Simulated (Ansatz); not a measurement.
Isolated molecules relaxed with PBE0-D4/def2-TZVP in Ansatz; ΔE leaves out vibrations. CCSD(T)/CBS adds triple-zeta CCSD(T) − MP2 to the extrapolated MP2 energy (def2 sets, frozen cores). DFT in def2-TZVPP. One conformer a species, not always the lowest.

Reaction (redistribution): `F[Si](F)(F)[SiH3]` + `O=CC(F)(F)[SiH3]` → `O=C[Si](F)(F)[SiH3]` + `FC(F)(F)[SiH3]`

CCSD(T)/CBS gives +186.7 kJ/mol.

Question: Another level gave +166.7 kJ/mol. Which?
A. MP2/def2-TZVPP
B. PBE0-D4/def2-TZVPP
C. PBE-D4/def2-TZVPP
D. HF/def2-TZVPP

Answer: C. PBE-D4 166.7, HF/def2-TZVPP 184.8, PBE0-D4 173.6, MP2/def2-TZVPP 191.0 kJ/mol.

Largest T1 diagnostic among the species: 0.014.

From PBE to PBE0 (25 % exact exchange), in def2-TZVPP and without D4, ΔE moves by +7.0 kJ/mol.
